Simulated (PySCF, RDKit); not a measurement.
Torsional profile of SMILES N[SiH2][SiH2][Si](Cl)(Cl)Cl, singlet. Scanned: dihedral N1–Si2–Si3–Si4; all other coordinates were relaxed at GFN2-xTB. GFN2-xTB can order the conformers of Si and Ge chains otherwise than DFT does. Points at φ and −φ are mirror images. Heavy atoms are numbered in the order of the SMILES N[SiH2][SiH2][Si](Cl)(Cl)Cl, hydrogens after them in the order of the atoms that carry them; the mirror image has the same energies with the sign of each dihedral reversed.

- RKS-M06-2X/6-31G* = restricted M06-2X/6-31G*, spherical d, density fitting // GFN2-xTB (PySCF 2.14.0)
- MMFF94 // GFN2-xTB (RDKit)
- RHF/STO-3G = PySCF 2.14.0 with restricted Hartree-Fock/STO-3G // GFN2-xTB

Energies in eV, each method relative to its own lowest point.

```
φ / °  RKS-M06-2X/6-31G*  MMFF94  RHF/STO-3G
-----  -----------------  ------  ----------
-160               0.028   0.026       0.013
-140               0.032   0.070       0.015
-120               0.043   0.104       0.016
-100               0.037   0.116       0.012
-80                0.014   0.131       0.005
-60                0.003   0.178       0.006
-40                0.012   0.250       0.012
-20                0.007   0.289       0.000
0                  0.000   0.296       0.004
20                 0.007   0.289       0.000
40                 0.012   0.250       0.012
60                 0.003   0.178       0.006
80                 0.014   0.131       0.005
100                0.037   0.116       0.012
120                0.043   0.104       0.016
140                0.032   0.070       0.015
160                0.028   0.026       0.013
180                0.039   0.000       0.017
```

MMFF94 has few fitted parameters for silicon.
